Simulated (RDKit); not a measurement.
Input file for RDKit: UFF on HCl (SMILES Cl).

```python
from rdkit import Chem
from rdkit.Chem import AllChem, rdDetermineBonds

blocks = [
'''2

Cl   -0.00000000   -0.00000000    0.64100645
H     0.00000000    0.00000000   -0.64100645
''',
]
mol = None
for b in blocks:
    f = Chem.MolFromXYZBlock(b)
    rdDetermineBonds.DetermineBonds(f, charge=0)
    mol = f if mol is None else Chem.CombineMols(mol, f)
Chem.SanitizeMol(mol)
print(Chem.MolToSmiles(Chem.RemoveHs(mol)))
ff = AllChem.UFFGetMoleculeForceField(mol, vdwThresh=100.0, ignoreInterfragInteractions=False)
e = ff.CalcEnergy()
print(f'UFF energy {e:.6f} kcal/mol')
```

The log:

```
Cl
UFF energy 1.869668 kcal/mol
```

The run finished.

Cost: roughly 0.04 core-seconds.
